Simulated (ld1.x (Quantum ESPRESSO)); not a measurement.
# La: one change to a TM potential, before and after

- Element: lanthanum (La)
- Generator: ld1.x (Quantum ESPRESSO) 7.5
- Type: norm-conserving Troullier–Martins (Kleinman–Bylander form)
- Functional: LDA (PZ)
- Relativity: scalar-relativistic
- Frozen core: [Kr] 4d10
- Valence charge: 11
- Reference configuration: 4f0 5s2 5p6 5d0 6s0 6p0 (charge +3)
- Partial waves: 5s (bound): rc 1.50 bohr; 5p (bound): rc 2.00 bohr; 5d (bound, empty): rc 3.70 bohr; 4f (bound, empty): rc 1.45 bohr
- Local potential: all-electron potential smoothed inside 2.50 bohr (lloc = -2)
- Core correction: none

Change: wave 5d (bound): rc 3.70 bohr becomes 5d (bound): rc 5.54 bohr.

Cutoffs: the cutoffs (Ry, on a coarse ladder) from which the occupation-weighted sum of valence levels, in a spherical-Bessel basis at the reference potential, stays within 10 and 1 mRy of its value at 400 Ry; they do not see the model core or the augmentation charge, which bear on the density cutoff. Errors are all-electron minus pseudo energies relative to the spin-unpolarised reference configuration.

Problem. Predict the effect on cutoff, ghosts and configuration errors.

Solution. The potential gets neither clearly harder nor softer (50 Ry and 90 Ry → 50 Ry and 90 Ry); both files keep a bound ghost (s); of the 8 tests that both files solve, the error grows in 2 and shrinks in 0 by more than 15 % and 0.3 meV (median size 4474.1 → 4823.2 meV).

```tsv
quantity	base	changed
cutoff, loose	50 Ry	50 Ry
cutoff, tight	90 Ry	90 Ry
bound ghosts	s	s
tests counted (converged, no solver errors)	8 of 9	8 of 9
error for 4f0 5s2 5p6 5d1 6s2 6p0, meV [ΔE -36.42 eV]	+5341	+5638
error for 4f0 5s2 5p6 5d1 6s1 6p0, meV [ΔE -30.25 eV]	+4226	+4563
error for 4f0 5s2 5p6 5d1 6s0 6p0, meV [ΔE -19.10 eV]	+12	+197
error for 4f0 5s2 5p6 5d1 6s1.5 6p0, meV [ΔE -33.93 eV]	+4960	+5290
error for 4f1 5s2 5p6 5d1 6s0 6p0, meV [ΔE -29.34 eV]	+409	+785
error for 4f1 5s2 5p6 5d0 6s1 6p0, meV [ΔE -30.08 eV]	+2326	+2326
error for 4f0 5s2 5p6 5d1 6s2 6p0 (spin-polarised), meV [ΔE -36.51 eV]	+5328	+5636
error for 4f0 5s2 5p6 5d1 6s1 6p0 (spin-polarised), meV [ΔE -30.68 eV]	+4722	+5084
```

Base: The cutoffs count occupied waves only; the empty 4f level needs 140 Ry at the loose tolerance. Tests not counted: 4f0 5s2 5p6 5d0 6s2 6p1 (solver errors, printed error -651 eV). These tests converged, but a pseudo level misses the all-electron one widely, so the file describes the atom poorly there or has found another state: 4f0 5s2 5p6 5d1 6s2 6p0: 5s by 4.3 eV (a node warning on the way); 4f0 5s2 5p6 5d1 6s1 6p0: 5s by 3.4 eV; 4f0 5s2 5p6 5d1 6s1.5 6p0: 5s by 4.0 eV; 4f1 5s2 5p6 5d0 6s1 6p0: 4f by 2.0 eV. Changed file: The cutoffs count occupied waves only; the empty 4f level needs 140 Ry at the loose tolerance. Tests not counted: 4f0 5s2 5p6 5d0 6s2 6p1 (solver errors, printed error -651 eV). These tests converged, but a pseudo level misses the all-electron one widely, so the file describes the atom poorly there or has found another state: 4f0 5s2 5p6 5d1 6s2 6p0: 5s by 4.4 eV (a node warning on the way); 4f0 5s2 5p6 5d1 6s1 6p0: 5s by 3.3 eV; 4f0 5s2 5p6 5d1 6s1.5 6p0: 5s by 4.0 eV; 4f1 5s2 5p6 5d0 6s1 6p0: 4f by 2.0 eV. A true bound ghost makes a file unfit for plane-wave use even where its test errors are small: the radial tests pick states by their node count and pass the ghost by. Where a test does run into it, the solver fails or the error is huge.
